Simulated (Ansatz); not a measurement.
`F[SiH2][SbH2]` + `N=CF` → `F/C=N/[SiH2]F` + `[SbH3]` at 600 K and 1 bar (cleavage of the Si–Sb bond).

Calculated with Ansatz (gas phase, PBE0-D4/def2-TZVP geometries, no zero-point term in ΔE). CBS: MP2 limit from def2 TZ/QZ plus the TZ coupled-cluster correction, frozen cores. This one scheme is used for every species. def2 core potentials past Kr. For Sb outer-core shells are correlated without core-valence functions, which leaves a few kJ/mol of doubt a bond. Each species was taken in one conformer, which may not be the lowest.

```
        species  CCSD(T)/CBS energy (Eh)  H − E (kJ/mol)  S (J/(mol·K))
`F[SiH2][SbH2]`               -631.33896           135.8          398.5
         `N=CF`               -193.72220           115.2          286.5
`F/C=N/[SiH2]F`               -583.28846           166.8          400.4
       `[SbH3]`               -241.78682            75.6          266.4
```

H − E and S are ideal-gas, rigid-rotor, harmonic terms from PBE0-D4/def2-TZVP, for one conformer and one mirror image of each species. 1 Eh = 2625.50 kJ/mol, R = 8.31446 J/(mol·K).

Q: By hand: ΔE, ΔH, ΔS and ΔG.

A: ΔE = (-583.28846) + (-241.78682) − (-631.33896) − (-193.72220) = -0.01412 Eh = -37.1 kJ/mol. Δ(H − E) = 166.8 + 75.6 − 135.8 − 115.2 = -8.6, so ΔH = -45.7 kJ/mol. ΔS = 400.4 + 266.4 − 398.5 − 286.5 = -18.2 J/(mol·K). ΔG = -45.7 − 600 × (-18.2)/1000 = -34.8 kJ/mol.

Q: By hand: the equilibrium constant, and the temperature at which ΔG would vanish if ΔH and ΔS stayed fixed.

A: log₁₀ K = −ΔG/(RT ln 10) = 3.0. ΔG = 0 at ΔH/ΔS = 2511 K, far beyond where these terms or the molecules hold.

ΔH outweighs TΔS. A doubt of 5 kJ/mol in ΔE shifts log₁₀ K by 0.4 here. Other conformers and mirror images would add mixing entropy, several J/(mol·K) or more a flexible species. These are equilibria of isolated gas molecules and say nothing of rates. Largest T1 diagnostic: 0.014 (customary marks: 0.02 for closed shells, 0.045 for open ones).
